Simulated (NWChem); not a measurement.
# C₃H₆OSi; SMILES C1=C[SiH2]OC1

```xyz
11

C      0.7128     1.2918     0.0000
C      1.3651     0.1185     0.0000
Si     0.0512    -1.2014     0.0000
O     -1.2203    -0.0973     0.0000
C     -0.7893     1.2389     0.0000
H      1.2073     2.2712     0.0000
H      2.4557     0.0591     0.0000
H      0.0167    -2.0829     1.2063
H      0.0167    -2.0829    -1.2063
H     -1.1914     1.7692    -0.8858
H     -1.1914     1.7692     0.8858
```
Atoms are numbered in this order, from 1.

All runs: NWChem. Geometry: optimised at PBE0/def2-SVP. Hybrids' shares of exact exchange are those that their runs print; pure functionals count as 0. The functionals differ in more than this share.

```csv
row,share of exact exchange,highest occupied level (eV)
PBE/def2-TZVP,0.00,-6.25
BLYP/def2-TZVP,0.00,-6.15
B3LYP/def2-TZVP,0.20,withheld
PW6B95/def2-TZVP,0.28,-7.63
Hartree-Fock/def2-TZVP,1.00,-10.10
```

Fit a straight line of the last column on the one before it, predict the withheld value, and compare with the run.


1. Means of the 4 shown rows: x = 0.320, y = -7.533. Slope Σ(x − x̄)(y − ȳ)/Σ(x − x̄)² = -2.595/0.6688 = -3.880; intercept -6.291.
2. The shown rows scatter about the line by 0.150 (root mean square); the largest residual is -0.25, at PW6B95/def2-TZVP.
3. At x = 0.20 (B3LYP/def2-TZVP; inside the shown range) the line gives -7.07.
4. The run gives -7.31, -0.24 from the line, 1.6 times the scatter.
